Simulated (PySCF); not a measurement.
Compound: C3H6ClGeN.
Z-matrix (Å and degrees, PBE0-D3(BJ)/def2-SVP geometry), rows numbered from 1:
```
C 
N   1  1.2688
C   2  1.3792  1  123.34
Cl  3  1.7645  2  119.16  1    -0.23
C   3  1.3419  2  120.62  1   179.71
Ge  5  1.9464  3  119.87  2    -0.12
H   1  1.1029  2  122.81  3     0.06
H   1  1.0970  2  118.62  3  -179.91
H   5  1.0926  3  118.72  2  -179.96
H   6  1.5366  5  110.60  3   -61.78
H   6  1.5419  5  107.21  3   179.43
H   6  1.5363  5  110.78  3    60.46
```

Computed, not measured: PySCF 2.14.0, PBE0-D3(BJ)/def2-SVP geometry optimisation, gas phase.

Masses are those of the commonest isotopes; rigid-rotor values at the optimised geometry. The values belong to one conformer with, in the numbering `[CH2:1]=[N:2]/[C:3]([Cl:4])=[CH:5]\[GeH3:6]`, C1–N2–C3–Cl4 0°.

**Question.** What are A, B and C (GHz)?

**Answer.** Ia = 129.79, Ib = 591.31, Ic = 714.71 u·Å²; 505379 MHz·u·Å²/I gives 3894, 854.7 and 707.1 MHz, that is A = 3.8939, B = 0.8547, C = 0.7071 GHz.

**Question.** What kind of rotor is it?

**Answer.** A near-prolate asymmetric top; Ray's κ = -0.907.

**Question.** Is it planar, by Δ = Ic − Ia − Ib?

**Answer.** Not planar: Δ = Ic − Ia − Ib = -6.39 u·Å². For a rigid frame Δ = −2 Σ m c², so Σ m c² = 3.19 u·Å² lies off the ab plane, practically all of it from hydrogen. The atom farthest from that plane is 1.27 Å away.

**Question.** Give the other two planar moments, Paa and Pbb, and the rms extents of the mass along the axes.

**Answer.** Paa = Σ m a² = (Ib + Ic − Ia)/2 = 588.11 and Pbb = Σ m b² = (Ia + Ic − Ib)/2 = 126.59 u·Å². With the mass M = 164.94 u, the rms extents √(P/M) along a, b and c are 1.89, 0.88, 0.14 Å.

**Question.** Give the coordinates in the principal-axis frame, origin at the centre of mass.

**Answer.** The sense of each axis is arbitrary; atoms in the order of the calculation.
```csv
atom,mass (u),a (Å),b (Å),c (Å)
C1,12.000,-1.927,-2.031,0.002
N2,14.003,-0.919,-1.260,-0.003
C3,12.000,-1.017,0.116,-0.002
Cl4,34.969,-2.614,0.864,0.001
C5,12.000,0.087,0.879,-0.002
Ge6,73.921,1.844,0.043,0.000
H7,1.008,-2.965,-1.658,0.007
H8,1.008,-1.759,-3.115,0.002
H9,1.008,-0.027,1.966,0.000
H10,1.008,2.039,-0.802,1.269
H11,1.008,2.889,1.177,-0.014
H12,1.008,2.033,-0.832,-1.248
```

**Question.** Predict some low-J microwave lines.

**Answer.** The dipole components are |μa| = 0.71 D, |μb| = 0.78 D, |μc| = 0.00 D; the mirror of this Cs structure is the ab plane, so μc vanishes by symmetry (the 0.01 D computed is a residue) and there are no c-type lines. Intensities carry the squares of the components, which stand as 0.83 : 1.00 (a : b). Some of the stronger lines:

| type | branch | J(Ka,Kc) | MHz | lower level (cm⁻¹) |
| --- | --- | --- | --- | --- |
| a | Q | 2(1,1) ← 2(1,2) | 443 | 0.253 |
| a | Q | 3(1,2) ← 3(1,3) | 885 | 0.402 |
| a | R | 1(0,1) ← 0(0,0) | 1562 | 0.000 |
| a | R | 2(0,2) ← 1(0,1) | 3118 | 0.052 |
| b | Q | 2(1,1) ← 2(0,2) | 3340 | 0.156 |
| b | R | 4(0,4) ← 3(1,3) | 3502 | 0.402 |
| a | R | 3(1,3) ← 2(1,2) | 4461 | 0.253 |
| b | R | 1(1,1) ← 0(0,0) | 4601 | 0.000 |
| b | R | 2(1,2) ← 1(0,1) | 6015 | 0.052 |
| a | R | 4(2,3) ← 3(2,2) | 6243 | 0.728 |
| b | Q | 2(2,0) ← 2(1,1) | 9123 | 0.268 |
| b | Q | 3(2,2) ← 3(1,3) | 9785 | 0.402 |
| b | R | 2(2,0) ← 1(1,1) | 12542 | 0.153 |
| b | Q | 4(3,1) ← 4(2,2) | 15505 | 0.939 |
| b | Q | 3(3,1) ← 3(2,2) | 15568 | 0.728 |
| b | Q | 4(3,2) ← 4(2,3) | 15582 | 0.936 |
| b | R | 4(3,2) ← 3(2,1) | 21799 | 0.729 |
| b | R | 4(4,1) ← 3(3,0) | 28039 | 1.247 |
| b | R | 4(4,0) ← 3(3,1) | 28039 | 1.247 |

No PBE0-D3(BJ)/def2-SVP frequencies stand behind this structure, so it isn't proved a minimum. No vibrational averaging or centrifugal distortion is included, and the geometry carries the error of its method. A rigid rotor knows nothing of internal rotation, which can split or shift real lines. Quadrupole hyperfine structure (14N, 35Cl) is left out.
